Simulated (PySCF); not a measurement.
Assigning NMR signals

Structure with atom numbers: `[O:1]=[C:2]1[CH:3]=[CH:4][C:5]([O:6][SiH3:7])=[CH:8][C:9]1=[O:10]`. Each H is labelled by its parent atom.

Computed data (PySCF): PBE0-D3(BJ)/def2-SVP structure, CAM-B3LYP/pcSseg-1 with gauge-including orbitals. Equivalent nuclei averaged, one computed conformer, no solvent model, non-relativistic Hamiltonian.

Referencing at the same level of theory: 13C and 1H vs TMS.

Question: Assign these signals to the numbered atoms. 13C{1H} NMR (computed): δ 185.0, 182.6, 176.0, 148.5, 140.8, 113.4.

Answer: 
```tsv
δ (ppm)	atoms	environment	reason
185.0	C2	ketone carbonyl carbon	low-lying n→π* states of the double bond to the heteroatom give a large paramagnetic term (-254 ppm)
182.6	C9	ketone carbonyl carbon	–
176.0	C5	alkene carbon bearing oxygen	an sp2 carbon further deshielded by the attached heteroatom
148.5	C4	β carbon of a C=C–C=O unit	conjugation with the carbonyl draws π density from the β position
140.8	C3	α carbon of a C=C–C=O unit	as expected for a trigonal carbon in a double bond
113.4	C8	β carbon of an enol-ether or enamine type C=C	the O or N lone pair pushes π density onto this β carbon and shields it
```

Question: Assign these signals to the numbered atoms. 1H NMR (500 MHz, computed): δ 6.73 (d, 1H), 6.19 (d, 1H), 5.44 (s, 1H), 4.88 (s, 3H).

Answer: 
6.73 → H(C4), hydrogen on a β carbon of a C=C–C=O unit: olefinic region
6.19 → H(C3), hydrogen on an α carbon of a C=C–C=O unit: olefinic region
5.44 → H(C8), hydrogen on a β carbon of an enol-ether or enamine type C=C: olefinic region
4.88 → H(Si7), hydrogen on a silicon bonded to O

Shifts are as computed, not scaled to solution data. Of 1309 compounds with measured shifts, 239 miss one by over three times the rms of a fit or turn the order of signals round; such compounds aren't used in these exercises. Multiplicities follow the n + 1 count of equivalent neighbours, as no J values were calculated; m marks all less simple cases, F and P coupling included.
